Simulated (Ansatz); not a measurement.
Ansatz (a program for electronic structure) input:

Ansatz 0.2 input:
```yaml
crystal:
  periodic: [false, false, false]
  atoms:
    - {symbol: K, position_ang: [-0.00000000, -0.00000000, -0.89756538]}
    - {symbol: O, position_ang: [0.00000000, 0.00000000, 1.78623276]}
    - {symbol: H, position_ang: [0.00000000, 0.00000000, 2.76388022]}
basis:
  gaussian:
    orbitals: def2-TZVP
hamiltonian:
  xc: b3lyp
  dispersion: d3bj
total_charge: 1
magnetization: {spin_polarized: true, initial_magnetization: 1}
phonons: {temperatures: {t_min: 298.15, t_max: 298.15, t_step: 100}}
```

Question: Predict the final energy.

Answer: -675.55001 Eh (B3LYP-D3(BJ)/def2-TZVP). The basis has 70 functions.
